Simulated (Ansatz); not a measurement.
Molecule: C$_{3}$H$_{10}$GeN (charge 0, doublet). It need not be the lowest isomer of its formula. 
Coordinates optimised at B3LYP-D3(BJ)/def2-TZVP (Ansatz, a quantum-chemistry and plane-wave program):
```
Ge
N 1 1.8613
H 2 1.0120 1 114.36
H 2 1.0121 3 108.21 1 128.57
C 1 1.9308 2 105.57 3 -60.42
H 5 1.0838 1 121.63 2 -30.23
H 5 1.0839 6 115.69 1 177.99
C 1 1.9659 2 105.36 3 -179.79
H 8 1.0892 1 109.93 2 56.94
H 8 1.0900 9 108.98 1 -121.21
H 8 1.0912 9 108.85 10 -118.17
C 1 1.9725 2 114.19 3 59.79
H 12 1.0902 1 110.49 2 -58.40
H 12 1.0906 13 108.63 1 -121.03
H 12 1.0913 13 108.53 14 -117.73
```
Charge 0, spin multiplicity 2.

Wanted: atomisation energy (electronic, to ground-state atoms), in kcal/mol. Cores are frozen in the correlated levels unless marked. Open shells are spin-unrestricted. Spin-orbit coupling is left out. Frozen are the shells of the preceding noble gas and the d and f shells that filled before the atom's block. Non-relativistic. The coupled-cluster limit lacks core correlation, which all-electron functionals hold. Basis-set limits of correlation are two-point, X^-3; Hartree-Fock from the larger set.

| level | program | atomisation energy (kcal/mol) |
|---|---|---|
| HF/STO-3G | Ansatz | 1211.0 |

Task: Predict the CCSD(T)/CBS(cc-pVTZ,cc-pVQZ) result (Ansatz).

Result: 1276.4 kcal/mol, so HF/STO-3G differs from it by -65.4 kcal/mol.
